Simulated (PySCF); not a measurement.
OS2, SMILES S=[S+][O-]. Atoms are numbered in the order given.

```xyz
3

S     -0.1680    -1.3004     0.0000
S      0.4496     0.5073     0.0000
O     -0.5631     1.5862     0.0000
```

Geometry: PBE-D3(BJ)/def2-TZVP.

Computed with PySCF with PBE-D3(BJ)/def2-TZVP.

Frequencies are harmonic and unscaled.

```
mode  ν (cm⁻¹)  IR (km/mol)  moving atoms (share of kinetic energy)
----  --------  -----------  --------------------------------------
1          366          6.1                          O 52 %, S 48 %
2          666         44.7                                  S 96 %
3         1140        137.9                          O 65 %, S 35 %
```
